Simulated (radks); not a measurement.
Effect of the nuclear size on the palladium ion Pd+, [Kr] 4d9. All-electron calculation, Dirac Kohn-Sham, LDA (Slater exchange, Perdew-Wang correlation), spin-unpolarised, spherical densities, finite nucleus; open shells are shared between the two j in proportion to 2j + 1; Fermi nuclear charge, rms radius 4.5318 fm. Program: a radial shooting solver on a logarithmic mesh with Libxc functionals. The rms radius is varied about that value; shifts are against it.

[
 {"rms radius (fm)": "3.6345", "total energy shift (eV)": "-0.896", "density at nucleus (e/bohr^3)": "1.361e+05", "1s1/2 shift (meV)": "-378", "2s1/2 shift (meV)": "-41.9", "4s1/2 shift (meV)": "-1.48", "5s1/2 (empty) shift (meV)": "-0.145"},
 {"rms radius (fm)": "4.1239", "total energy shift (eV)": "-0.428", "density at nucleus (e/bohr^3)": "1.338e+05", "1s1/2 shift (meV)": "-181", "2s1/2 shift (meV)": "-20.0", "4s1/2 shift (meV)": "-0.706", "5s1/2 (empty) shift (meV)": "-0.069"},
 {"rms radius (fm)": "4.5318", "total energy shift (eV)": "0", "density at nucleus (e/bohr^3)": "1.322e+05", "1s1/2 shift (meV)": "0.000", "2s1/2 shift (meV)": "0.000", "4s1/2 shift (meV)": "0.000", "5s1/2 (empty) shift (meV)": "0.000"},
 {"rms radius (fm)": "4.849", "total energy shift (eV)": "0.357", "density at nucleus (e/bohr^3)": "1.311e+05", "1s1/2 shift (meV)": "151", "2s1/2 shift (meV)": "16.7", "4s1/2 shift (meV)": "0.589", "5s1/2 (empty) shift (meV)": "0.058"},
 {"rms radius (fm)": "5.0076", "total energy shift (eV)": "0.544", "density at nucleus (e/bohr^3)": "1.305e+05", "1s1/2 shift (meV)": "229", "2s1/2 shift (meV)": "25.4", "4s1/2 shift (meV)": "0.896", "5s1/2 (empty) shift (meV)": "0.088"}
]

Slopes of the eigenvalues against <r^2> in GHz/fm^2, as finite differences over the two radii next to the reference (eigenvalue slopes, not the field-shift constants of lines): 1s1/2 12300, 2s1/2 1360, 4s1/2 48.1, 5s1/2 (empty) 4.72.
